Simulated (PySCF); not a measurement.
**Dipole moment and polarisability across levels of theory**

4-methyl-2-pentanone, C6H12O.
SMILES: `O=C(C)CC(C)C`

PySCF, dipoles from the SCF density, polarisabilities from static response with core orbitals frozen. Isolated species at its PBE0-D3(BJ)/def2-SVP geometry (one conformer only).

Task: How do dipole and polarisability depend on functional and basis here?

Result: 

```
              level  μ (D)  α (Å³)  anisotropy (Å³)
CAM-B3LYP/def2-SVPD  2.794   11.34             2.45
  wB97X-D/def2-SVPD  2.772   11.34             2.46
  LC-wPBE/def2-SVPD  2.798   11.05             2.33
        PBE0/6-31G*  2.518    9.65             2.18
       PBE0/6-31+G*  2.733   10.82             2.42
      PBE0/def2-SVP  2.546   10.01             2.27
   PBE0/aug-cc-pVDZ  2.664   11.70             2.78
     PBE0/def2-TZVP  2.626   11.21             2.62
```

The anisotropy is √(½[(α1 − α2)² + (α2 − α3)² + (α3 − α1)²]). The dipole runs from 2.52 D (PBE0/6-31G*) to 2.80 D (LC-wPBE/def2-SVPD). No reference polarisability is at hand; against PBE0 in the largest diffuse basis at hand (aug-cc-pVDZ) the other PBE0 rows deviate by 6-31G* -18%, 6-31+G* -8%, def2-SVP -14%, def2-TZVP -4%. With PBE0 the polarisability is 10.29 Å³ without diffuse functions (mean of 6-31G*, def2-SVP and def2-TZVP) and 11.26 Å³ with them (mean of 6-31+G* and aug-cc-pVDZ).
